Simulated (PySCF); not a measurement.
C5H8N2Si.
Z-matrix (Å and degrees, PBE0-D3(BJ)/def2-SVP geometry), rows numbered from 1:
```
Si
N   1  1.7510
C   2  1.3823  1  127.95
C   3  1.4026  2  121.94  1   179.53
C   4  1.3888  3  119.27  2   179.95
C   5  1.3948  4  119.05  3     0.05
N   6  1.3299  5  122.33  4    -0.04
C   7  1.3239  6  118.74  5    -0.02
H   1  1.4938  2  111.91  3    61.55
H   1  1.4904  2  104.71  3  -179.12
H   1  1.4938  2  111.71  3   -59.72
H   2  1.0126  1  117.61  3  -179.93
H   4  1.0941  3  119.98  2    -0.04
H   5  1.0923  4  120.50  3  -179.97
H   6  1.0953  5  120.76  4   179.99
H   8  1.0986  3  119.70  2    -0.05
```

All values: PBE0/def2-SVPD (PySCF, non-relativistic), on one gas-phase PBE0-D3(BJ)/def2-SVP geometry that isn't relaxed in the solvent. The solvent is an IEF-PCM continuum (van der Waals radii × 1.2). Specific hydrogen bonds and non-electrostatic terms are outside this model.

Gas phase at PBE0/def2-SVPD: HOMO -6.38 eV, LUMO -0.77 eV, dipole 3.24 D.

Task: What does the continuum do to the energy, the frontier levels and the dipole at PBE0/def2-SVPD in chloroform and dimethylsulfoxide?

Result: 
```tsv
solvent	ε	E(solvent) − E(gas) (kJ/mol)	polarisation term (kJ/mol)	distortion of the solute (kJ/mol)	HOMO (eV)	LUMO (eV)	dipole (D)
chloroform	4.711	-18.76	-21.96	3.20	-6.34	-0.80	4.23
dimethylsulfoxide	46.83	-27.28	-34.31	7.03	-6.34	-0.83	4.73
```

The polarisation term is half the interaction of the solute with the surface charges that it induces; the rest is the cost of distorting the solute's density. The sum is the electrostatic part of solvation alone. From chloroform to dimethylsulfoxide the lowering changes by a factor 1.45, Onsager's factor (ε − 1)/(2ε + 1) by 1.36 and ε itself by 9.9.

Task: Which radius a makes the point-dipole formula ΔE = −[(ε − 1)/(2ε + 1)]·μ²/a³ give the value in dimethylsulfoxide, with the gas-phase dipole?

Result: μ = 1.276 au and |ΔE| = 0.01039 Eh give a = 2.24 Å; the farthest nucleus lies 3.95 Å from the centroid of the nuclei, so such a sphere wouldn't even hold the nuclei. The formula assumes a rigid point dipole at the centre of a sphere.

Task: How does the static polarisability (PBE0/def2-SVPD, frozen core, with the continuum's full static response) change?

Result: 
```
           medium  isotropic (au)  principal values (au)  ⟨r²⟩ of the electrons (bohr²)
              gas           101.7      65.5, 98.2, 141.4                         1330.8
       chloroform           128.7     82.2, 127.7, 176.2                         1330.3
dimethylsulfoxide           142.2     92.9, 143.1, 190.5                         1330.1
```

The isotropic value in dimethylsulfoxide is 1.40 times the gas-phase one; no cavity-field correction is applied. ⟨r²⟩ is taken about the centre of nuclear charge.
